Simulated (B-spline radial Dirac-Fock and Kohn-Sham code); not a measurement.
# Two-hole binding energies of Tc⁺

System: the Tc⁺ ion in the configuration [Kr] 4d6 (not the ground configuration).

Method: multi-electron Dirac-Fock with separately optimised hole states, Breit and Lamb-shift corrections added in first order. Computed with a radial B-spline solver. U is the two-hole binding energy less the two single-hole energies, the effective repulsion of the holes after relaxation. Each two-hole energy is an average over J within one jj subconfiguration.

```csv
holes,E(a) (eV),E(b) (eV),E(ab) (eV),U (eV)
1s⁻²,21059.8,21059.8,42779.9,660.2
1s⁻¹ 2p1/2⁻¹,21059.8,2810.5,24050.3,179.9
1s⁻¹ 3p1/2⁻¹,21059.8,465.3,21575.9,50.8
1s⁻¹ 3d5/2⁻¹,21059.8,268.8,21371.7,43.1
2s⁻¹ 2p1/2⁻¹,3064.5,2810.5,5971.3,96.3
2p1/2⁻¹ 2p3/2⁻¹,2810.5,2694.0,5621.2,116.7
2s⁻¹ 3p1/2⁻¹,3064.5,465.3,3572.8,43.0
2p3/2⁻¹ 3s⁻¹,2694.0,563.4,?,?
2p1/2⁻¹ 3p3/2⁻¹,2810.5,445.3,3299.3,43.5
2p1/2⁻¹ 3d3/2⁻¹,2810.5,272.4,3126.0,43.1
2p1/2⁻¹ 3d5/2⁻¹,2810.5,268.8,3124.2,45.0
3p1/2⁻²,465.3,465.3,966.6,36.1
3p1/2⁻¹ 3p3/2⁻¹,465.3,445.3,943.2,32.6
3p3/2⁻²,445.3,445.3,923.8,33.2
```

Q: Give the missing two-hole energy and U.

A: E(ab) = 3299.6 eV and U = 42.2 eV.
